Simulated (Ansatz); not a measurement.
```yaml
crystal:
  periodic: [true, true, true]
  atoms:
    - {symbol: N, position_ang: [-1.246490, 1.457523, 0.273193]}
    - {symbol: C, position_ang: [0.012610, 1.299125, 0.145440]}
    - {symbol: Al, position_ang: [0.809709, -0.484812, -0.132332]}
    - {symbol: O, position_ang: [-0.411028, -1.660792, -0.162199]}
    - {symbol: H, position_ang: [-1.736978, 0.560976, 0.211357]}
    - {symbol: H, position_ang: [0.599070, 2.226541, 0.202732]}
    - {symbol: H, position_ang: [2.338473, -0.857922, -0.310210]}
    - {symbol: H, position_ang: [-0.273168, -2.597736, -0.283881]}
basis:
  gaussian: {orbitals: aug-cc-pVDZ}
hamiltonian: {xc: {name: revPBE0}}
output: {forces: true}
```

```sh
$ ansatz run in.yaml --threads 2 --pin off --events-out ev --progress --plain --max-ram 4352MiB
```

How does Ansatz answer? (Best estimate.)

Ansatz gave: The program refused the input.
```
Error: YAML parse error: error: line 2 column 3: crystal: missing field `lattice` (a structure is typed as `lattice` and `atoms`, a molecule's as `atoms` in Å alone, or read from a run's directory, `checkpoint`)
 --> <input>:2:3
1 | crystal:
2 |   periodic: [true, true, true]
3 |   atoms:
4 |     - {symbol: N, position_ang: [-1.246490, 1.457523, 0.273193]}
```
